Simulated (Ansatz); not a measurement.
`OBNCO` and `OCN[SiH2]S` differ in one atom or group.

Ansatz, PBE0-D4/def2-TZVP geometries, multiplicity 1. Each molecule was computed in one conformer, which needn't be the lowest.

| property | `OBNCO` |
| --- | --- |
| LUMO energy (B3LYP/def2-TZVPP) / eV | 0.29 |
| HOMO–LUMO gap (ωB97M-V/def2-TZVPP) / eV | 12.11 |
| size of the dipole moment (B3LYP/def2-TZVPP) / D | 1.44 |
| size of the dipole moment (ωB97M-V/def2-TZVPP) / D | 1.46 |
| LUMO energy (PBE/def2-TZVPP) / eV | -0.18 |
| HOMO energy (PBE0/def2-TZVPP) / eV | -7.76 |

(1) Give the same properties after the change, and the shifts. (An estimate is asked.)

Answers

(1) The calculation gave: 
```tsv
property	`OCN[SiH2]S`	shift
LUMO energy (B3LYP/def2-TZVPP) / eV	-0.28	-0.57
HOMO–LUMO gap (ωB97M-V/def2-TZVPP) / eV	11.35	-0.76
size of the dipole moment (B3LYP/def2-TZVPP) / D	1.44	0.00
size of the dipole moment (ωB97M-V/def2-TZVPP) / D	1.42	-0.04
LUMO energy (PBE/def2-TZVPP) / eV	-0.90	-0.72
HOMO energy (PBE0/def2-TZVPP) / eV	-7.34	0.42
```

With PBE0 the HOMO rises by 0.42 eV and the LUMO falls by 0.67 eV, so the gap narrows by about 1.09 eV. PBE moves the HOMO by 0.31 eV and ωB97M-V by 0.53 eV. Dipoles are sizes alone; their direction can turn.

B3LYP here is the variant with VWN-RPA as its local correlation; programs differ in this.
